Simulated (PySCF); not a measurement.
ammonia (H3N), SMILES N. Heavy atoms are numbered as in [NH3:1]. Hydrogens are named by the atom that carries them.

Geometry: B3LYP-D3(BJ)/def2-TZVP.

Computed with HF/pcSseg-1 (PySCF).

GIAO shieldings, no solvent; atoms alike by connectivity are averaged. δ = σ(ref) − σ: ¹H against TMS (σ = 31.99 ppm), references at their B3LYP-D3(BJ)/def2-TZVP geometries, non-relativistic.

**Question.** Estimate the chemical shifts. (The exact figures need the calculation; the answer reports its results.)

**Answer.** 
```tsv
nucleus	atoms	count	δ (ppm)
¹H	H on N1	3	0.40
```
